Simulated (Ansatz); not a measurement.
## How methods differ on GeSiNH7 (SMILES [SiH3][NH][GeH3])

GeSiNH7 has 10 atoms, charge 0, and is taken as a singlet. As SMILES, `[SiH3][NH][GeH3]`. The coordinates come from a PBE0-D4/def2-TZVP relaxation.

Each level gives the electronic atomisation energy (eV). The values are calculated. Electronic energies at fixed atoms, without zero-point motion or spin-orbit coupling.

```
             level                    kind  program  value (eV)
       HF/def2-SVP            Hartree–Fock   Ansatz       21.90
    SVWN5/def2-SVP                     LDA   Ansatz       33.71
     BLYP/def2-SVP                     GGA   Ansatz       29.47
   r2SCAN/def2-SVP                meta-GGA   Ansatz       29.96
     PBE0/def2-SVP           global hybrid   Ansatz       29.60
CAM-B3LYP/def2-SVP  range-separated hybrid   Ansatz       30.20
      MP2/def2-SVP     perturbation theory   Ansatz       28.06
     CCSD/def2-SVP   coupled cluster or CI   Ansatz       28.11
```

All-electron rows without a relativistic Hamiltonian named are non-relativistic. The values span 21.90 to 33.71 eV. In the correlated wave-function rows the outer d shell of Ge is correlated, in sets not made for it.
